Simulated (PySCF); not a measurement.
**Electric field gradients and quadrupole coupling constants**

Species: C₆H₆FPS.
Cartesian coordinates in Å at the GFN2-xTB level; atoms count from 1:
```
atom  x, y, z in Å
C1     3.1655   -0.2759    0.2587
C2     1.7053   -0.1958   -0.0134
F3     1.4098   -0.3351   -1.3285
P4     0.5419    0.0586    1.1766
C5    -1.0095    0.0414    0.2324
C6    -2.0817    0.9168    0.5693
C7    -3.1744    0.7233   -0.2045
S8    -2.9403   -0.5404   -1.3499
C9    -1.3460   -0.8088   -0.7797
H10    3.6960    0.4977   -0.2981
H11    3.5573   -1.2416   -0.0648
H12    3.3504   -0.1495    1.3218
H13   -2.0131    1.6554    1.3487
H14   -4.1113    1.2435   -0.1799
H15   -0.7543   -1.5815   -1.2277
```

Field gradients from the PBE0/pcSseg-1 density (PySCF, non-relativistic), principal values in atomic units, ordered |Vxx| ≤ |Vyy| ≤ |Vzz|:

```
atom      Vxx      Vyy     Vzz
  S8  -0.4479  -1.3228  1.7706
```

Question: Find the asymmetry η = (Vxx − Vyy)/Vzz and the couplings χ = eQV/h (234.96 MHz × Q in barn × V in au), with Q(33S) = −0.0678 b.

Answer: 
| atom | environment | nucleus | η | χzz (MHz) | χxx (MHz) | χyy (MHz) |
| --- | --- | --- | --- | --- | --- | --- |
| S8 | thiophene-type sulfur | 33S | 0.49 | -28.21 | 7.13 | 21.07 |

Question: What is Vzz at S8 in SI units (1 au = 9.71736 × 10²¹ V/m²)?

Answer: 1.7706 au = 17.206 × 10²¹ V/m².

Question: And the gradient at the other heavy atoms, for which no coupling is worked out here?

Answer: 
| atom | environment | Vzz (au) | η |
| --- | --- | --- | --- |
| C1 | methyl carbon | 0.094 | 0.23 |
| C2 | carbon bonded to C, F and P | -0.483 | 0.53 |
| F3 | fluorine bonded to C | 2.872 | 0.24 |
| P4 | phosphorus bonded to 2 C | -1.043 | 0.24 |
| C5 | substituted aromatic carbon | 0.179 | 0.48 |
| C6 | aromatic CH carbon | 0.234 | 0.19 |
| C7 | aromatic CH next to a ring sulfur | -0.256 | 0.28 |
| C9 | aromatic CH next to a ring sulfur | -0.261 | 0.17 |

Were the hydrogens deuterons (Q(2H) = 0.00286 b), χzz would run from 206 kHz (H11 and H10) to 233 kHz (H14).

The structure is a single GFN2-xTB conformer in the gas phase; no vibrational or solvent corrections. GFN2-xTB bond lengths can be off by several hundredths of an ångström, more for odd bonds, and the gradients follow them. With a basis this small, the couplings can be 20 % off.
